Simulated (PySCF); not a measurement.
Isomers of CH11NOSi3, from PBE0-D3(BJ)/def2-SVP geometry optimisation, gas phase in PySCF 2.14.0. One conformer each, no zero-point energy, no frequencies.

Question: Which isomer lies lower at this level?
A. `[CH3:1][Si@:2]([NH2:3])([SiH3:4])[O:5][SiH3:6]` with C1–Si2–N3–H -167° and 37°, C1–Si2–O5–Si6 -120°: A = 2221, B = 1125, C = 971.3 MHz, dipole 2.01 D
B. `[CH3:1][SiH2:2][Si@@H:3]([NH2:4])[O:5][SiH3:6]` with C1–Si2–Si3–N4 -52°, Si2–Si3–N4–H -168° and 44°, Si2–Si3–O5–Si6 -54°: A = 2020, B = 1219, C = 953.5 MHz, dipole 2.05 D

Answer: A. That is `C[Si@](N)([SiH3])O[SiH3]`, 3.0 kcal/mol below the other.

```
                  SMILES                                   mapped SMILES       E (Eh)  relative (kcal/mol)  relative (kJ/mol)  dipole (D)
C[Si@](N)([SiH3])O[SiH3]  [CH3:1][Si@:2]([NH2:3])([SiH3:4])[O:5][SiH3:6]  -1042.33417                  0.0                0.0        2.01
C[SiH2][Si@@H](N)O[SiH3]  [CH3:1][SiH2:2][Si@@H:3]([NH2:4])[O:5][SiH3:6]  -1042.32934                  3.0               12.7        2.05
```
